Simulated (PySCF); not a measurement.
C5H7F3O2.
Geometry (PBE0-D3(BJ)/def2-SVP, Å), atoms numbered from 1 in this order:
```
atom  x, y, z in Å
C1     2.399    0.375    0.127
C2     0.952    0.072    0.378
O3     0.580   -1.043   -0.369
C4    -0.770   -1.376   -0.197
C5    -1.627   -0.194   -0.598
F6    -1.521    0.031   -1.925
F7    -2.924   -0.435   -0.319
C8    -1.157    1.072    0.124
F9    -1.519    0.952    1.441
O10    0.197    1.217   -0.003
H11    3.016   -0.484    0.423
H12    2.545    0.574   -0.943
H13    2.703    1.258    0.704
H14    0.749   -0.122    1.452
H15   -1.004   -2.235   -0.841
H16   -1.004   -1.633    0.853
H17   -1.642    1.965   -0.300
```

Jobs on this species (17 atoms, 80 electrons) with PySCF (density fitting). Hardware of each: one thread of an Arm Neoverse V2, no GPU (shared host). Other jobs ran on the host; a repeat could differ by tens of per cent or more.

```
                    level and settings                                                             work  basis functions  SCF cycles  wall time
          PBE0/pcSseg-1, IEF-PCM water                               shieldings, ring-centre shieldings              205           ?          ?
PBE0/pcSseg-1, IEF-PCM tetrahydrofuran  shieldings, ring-centre shieldings, charges and field gradients              205          13       37 s
    PBE0-D3(BJ)/def2-SVP, grid level 1                      geometry optimisation from a GFN2-xTB start              175          39       84 s
```

Task: Fill in the missing figures.

Result: 
- PBE0/pcSseg-1, IEF-PCM water; shieldings, ring-centre shieldings: 31 s, 13 SCF cycles

Task: What do all jobs in the table cost together?

Result: About 2.5 min; the longest takes about 55 % of that, and about 2.7 times as long as the shortest.
